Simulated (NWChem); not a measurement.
System: C2H4N2Si; SMILES C1=NC=N[SiH2]1

NWChem input:

```
start job
memory heap 200 mb stack 900 mb global 1100 mb
geometry units angstroms noautosym nocenter noautoz
  C      1.260724    -0.393628     0.000000
  N      0.521792    -1.441875     0.000000
  C     -0.880855    -1.088130     0.000000
  N     -1.310650     0.109387     0.000000
  Si     0.126358     1.141829     0.000000
  H      2.351788    -0.519827     0.000000
  H     -1.556593    -1.957284     0.000000
  H      0.224592     1.983265     1.224917
  H      0.224592     1.983265    -1.224917
end
basis spherical
  * library pcsseg-1
end
dft
  xc pbe0
  iterations 150
end
property
  shielding 8 1 2 3 4 5 6 7 8
end
task dft property
```

Output (shortened):

```
             Northwest Computational Chemistry Package (NWChem) 7.3.0
             --------------------------------------------------------

                             Geometry "geometry" -> ""
                             -------------------------

 Output coordinates in angstroms (scale by  1.889725989 to convert to a.u.)

  No.       Tag          Charge          X              Y              Z
 ---- ---------------- ---------- -------------- -------------- --------------
    1 C                    6.0000     1.26072400    -0.39362800     0.00000000
    2 N                    7.0000     0.52179200    -1.44187500     0.00000000
    3 C                    6.0000    -0.88085500    -1.08813000     0.00000000
    4 N                    7.0000    -1.31065000     0.10938700     0.00000000
    5 Si                  14.0000     0.12635800     1.14182900     0.00000000
    6 H                    1.0000     2.35178800    -0.51982700     0.00000000
    7 H                    1.0000    -1.55659300    -1.95728400     0.00000000
    8 H                    1.0000     0.22459200     1.98326500     1.22491700
    9 H                    1.0000     0.22459200     1.98326500    -1.22491700

 Effective nuclear repulsion energy (a.u.)     206.9405451490

                              NWChem Property Module
                              ----------------------

  itol2e modified to match energy
  convergence criterion.

                                 NWChem DFT Module
                                 -----------------

 Summary of "ao basis" -> "ao basis" (spherical)
 ------------------------------------------------------------------------------
       Tag                 Description            Shells   Functions and Types
 ---------------- ------------------------------  ------  ---------------------
 C                          pcsseg-1                 7       17   3s3p1d
 N                          pcsseg-1                 7       17   3s3p1d
 Si                         pcsseg-1                10       24   4s5p1d
 H                          pcsseg-1                 3        5   2s1p

  itol2e modified to match energy
  convergence criterion.

[...]

          -----------------------------------------
          Chemical Shielding Tensors (GIAO, in ppm)
          -----------------------------------------

                                NWChem CPHF Module
                                ------------------

  scftype          =     RHF
  nclosed          =       22
  nopen            =        0
  variables        =     1980
  # of vectors     =        3
  tolerance        = 0.10D-03
  level shift      = 0.00D+00
  max iterations   =       50
  max subspace     =       30

 SCF residual:    7.2807402325536177E-005

Iterative solution of linear equations
  No. of variables     1980
  No. of equations        3
  Maximum subspace       30
        Iterations       50
       Convergence  1.0D-04

   iter   nsub   residual    time
   ----  ------  --------  ---------
     1      3    7.18D-01      81.0
     2      6    1.29D-01      88.8
     3      9    1.26D-02      96.4
     4     12    1.10D-03     104.1
     5     15    3.53D-05     111.8

      Atom:    1  C
        Diamagnetic
    260.1804      2.2087     -0.0000
      2.2087    266.7123     -0.0000
     -0.0000     -0.0000    240.3048

        Paramagnetic
   -426.7263    -19.1344     -0.0000
    -19.1344   -302.0768     -0.0000
     -0.0000     -0.0000   -101.9413

        Total Shielding Tensor
   -166.5459    -16.9257     -0.0000
    -16.9257    -35.3644     -0.0000
     -0.0000     -0.0000    138.3635

           isotropic =     -21.1823
          anisotropy =    -221.2684

          Principal Components and Axis System
                 1           2           3
             -168.6945    138.3635    -33.2158

      1         0.9920     -0.0000     -0.1259
      2         0.1259     -0.0000      0.9920
      3         0.0000      1.0000      0.0000

      Atom:    2  N
        Diamagnetic
    345.0990      9.4449      0.0000
      9.4449    323.1518     -0.0000
      0.0000     -0.0000    316.4616

        Paramagnetic
   -977.4457    -91.5463     -0.0000
    -91.5463   -511.7135     -0.0000
     -0.0000     -0.0000   -115.4087

        Total Shielding Tensor
   -632.3466    -82.1014     -0.0000
    -82.1014   -188.5617     -0.0000
     -0.0000     -0.0000    201.0528

           isotropic =    -206.6185
          anisotropy =    -660.6451

          Principal Components and Axis System
                 1           2           3
             -647.0486    201.0528   -173.8597

      1         0.9843     -0.0000     -0.1763
      2         0.1763     -0.0000      0.9843
      3         0.0000      1.0000      0.0000

      Atom:    3  C
        Diamagnetic
    263.0623     -9.5216     -0.0000
     -9.5216    261.0036      0.0000
     -0.0000      0.0000    235.7493

        Paramagnetic
   -355.8905    -12.8021      0.0000
    -12.8021   -221.0940     -0.0000
      0.0000     -0.0000   -166.2970

        Total Shielding Tensor
    -92.8281    -22.3238      0.0000
    -22.3238     39.9096      0.0000
      0.0000      0.0000     69.4523

           isotropic =       5.5113
          anisotropy =    -152.9898

          Principal Components and Axis System
                 1           2           3
              -96.4819     69.4523     43.5634

      1         0.9869      0.0000     -0.1615
      2         0.1615     -0.0000      0.9869
      3        -0.0000      1.0000      0.0000

      Atom:    4  N
        Diamagnetic
    323.5699      4.7985     -0.0000
      4.7985    340.3102      0.0000
     -0.0000      0.0000    311.9303

[...]
```

Level: PBE0/pcSseg-1, GIAO. All runs use the structure optimised with PBE0/def2-SVP. The printed shielding anisotropy is the first printed principal value minus the mean of the other two.
